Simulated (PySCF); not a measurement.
Delta-SCF ions had no search for a lower state. Excitations are Tamm–Dancoff values on a coarser integration grid. The basis has no diffuse functions, so Rydberg states are missing or too high.

**C$_{3}$H$_{6}$Si, SMILES `C=C[SiH]=C` (C–C–Si–C torsion 15°) (charge 0, multiplicity 1)**

Calculation: PBE0-D3(BJ)/def2-TZVP (PySCF 2.14.0).

- HOMO = -6.20 eV
- dipole moment = 1.57 D
- HOMO–LUMO gap = 4.58 eV
- LUMO = -1.63 eV
- S1 excitation (TDA) = 4.39 eV
- S1 oscillator strength = 0.230
- brightest of the four lowest singlets (TDA) = 4.39 eV
- T1 excitation (TDA) = 2.27 eV
- S1–T1 gap (TDA) = 2.12 eV
- vertical ionisation energy (Delta-SCF) = 8.06 eV
- total energy = -407.1284 Ha
- cost = very roughly 120 core-seconds

```xyz
10

C     -1.6663     0.6842     0.1298
C     -1.1048    -0.5208     0.0378
Si     0.7133    -0.8215     0.0414
C      1.9082     0.3638    -0.2039
H     -2.7437     0.8172     0.1138
H     -1.0723     1.5880     0.2267
H     -1.7571    -1.3888    -0.0416
H      1.0764    -2.2372     0.2723
H      2.9613     0.1102    -0.1697
H      1.6852     1.4048    -0.4066
```
